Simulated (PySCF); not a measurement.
# Correlation energy of P- (phosphorus, charge -1)

[Ne] 3s2 3p4, high-spin 3P determinant. Computed with PySCF 2.14 in def2-TZVPPD (6s5p4d1f, 48 functions), with no relativity, point nucleus. Frozen: 1s2; 14 electrons correlated.

| level | correlation energy (mhartree) |
| --- | --- |
| CCSD | -284.01 |
| (T) | -7.07 |
| CCSD(T) | -291.08 |

Diagnostics: T1 = 0.0088, D1 = 0.0396, largest double amplitude 0.051.

Cost of the coupled-cluster step: roughly 8 core-seconds, for 14 correlated electrons.

This basis was not built for core-valence correlation, so the inner-shell part is incomplete.
